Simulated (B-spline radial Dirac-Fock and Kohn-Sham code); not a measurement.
**Run log: Rh**

ΔSCF core binding energies without Breit or QED terms, calculated with a radial finite-basis atomic code. Keys: rel is the Hamiltonian (dirac, or spin-free x2c and nr, where L3 and M5 stand for the whole 2p and 3d shells), method is hf or an exchange,correlation pair (spin-unpolarised, also for the hole states), nuc the nuclear model, radius_factor scales its radius, rmax is the box in bohr, h the logarithmic mesh step, order the B-spline order, points the quadrature points per cell, c_factor scales the speed of light, and damp, ndamp, maxit and tol steer the iteration. The run stops when the commutator error falls below 10·tol·max(1, Z/10), or the numerical noise floor, and the energy has settled to about 1e-8 Ha; the virial ratio is −V/T.

Input (task.json):

```json
{"items": [{"Z": 45, "q": 0, "cfg": [[1, 0, 2], [2, 0, 2], [2, 1, 6], [3, 0, 2], [3, 1, 6], [3, 2, 10], [4, 0, 2], [4, 1, 6], [4, 2, 8], [5, 0, 1]], "A": 103, "rrms": 4.4945, "do": "settings", "holes": ["K", "L3", "M5"],
  "settings": [{"rel": "dirac", "method": "lda,xyz", "nuc": "fermi", "radius_factor": 1.0, "rmax": 45.0, "h": 0.3, "order": 8, "points": 10, "c_factor": 1.0, "maxit": 65, "damp": 0.5, "ndamp": 3, "tol": 1e-08}]}]}
```

Command: `python xray2_run.py task.json out`

The program stops without a result: KeyError: "LibXCFunctional: name 'XYZ' not found.".

Question: One setting is unsound. Which, and why?

Answer: method names a functional that the program does not serve. With the default settings (Dirac Hartree-Fock): The ground state converged in 10 iterations, with total energy -4782.64583 Ha, virial ratio 1.95904 and highest orbital energy -6.21 eV. ΔSCF binding energies: K (1s) 23296.1 eV, L3 (2p3/2) 3018.2 eV. Holes are computed only in closed shells, and unreliable hole states are left out.
